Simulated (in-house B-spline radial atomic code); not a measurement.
Configurations of the zirconium ion Zr⁴⁺, with energies counted from [Ar] 3d10 4s2 4p6. Computed with an all-electron radial atomic-structure program (B-spline basis): scalar-relativistic (X2C) HSE06, spin-polarised, spherical fractional occupations, exact exchange averaged over the configuration, Fermi nucleus of rms radius 4.2694 fm. Shells without spins written out take the highest spin.

Occupations are held fixed; configurations that lie above the ionisation limit could autoionise.

| configuration | E - E(ref) (eV) | highest orbital | its <r> (bohr) |
| --- | --- | --- | --- |
| [Ar] 3d10 4s2 4p5 5p1 | 47.056 | 5p up | 2.967 |
| [Ar] 3d10 4s1 4p6 4d1 | 55.94 | 4d up | 1.657 |
| [Ar] 3d9 4s2 4p6 4d1 | 185.42 | 4d up | 1.608 |
| [Ar] 3d9 4s2 4p6 5d1 | 211.3 | 5d up | 3.694 |
| [Ne] 3s2 3p5 3d10 4s2 4p6 5p1 | 348.18 | 5p up | 2.921 |
| [Ne] 3s2 3p5 3d10 4s2 4p6 5f1 | 366.54 | 5f up | 5.25 |

**Question.** Order these further configurations by energy, lowest first.
A. [Ar] 3d10 4s1 4p6 5d1
B. [Ar] 3d9 4s2 4p6 5s1
C. [Ar] 3d10 4s2 4p5 4d1
D. [Ar] 3d9 4s2 4p6 5p1
E. [Ar] 3d10 4s2 4p5 5s1

**Answer.** C (31.713 eV), E (40.5 eV), A (80.957 eV), B (195.21 eV), D (201.85 eV).

**Question.** How far above the reference does [Ar] 3d10 4s1 4p6 5f1 lie?

**Answer.** 89.599 eV; its least bound orbital is 5f up with <r> = 5.294 bohr.
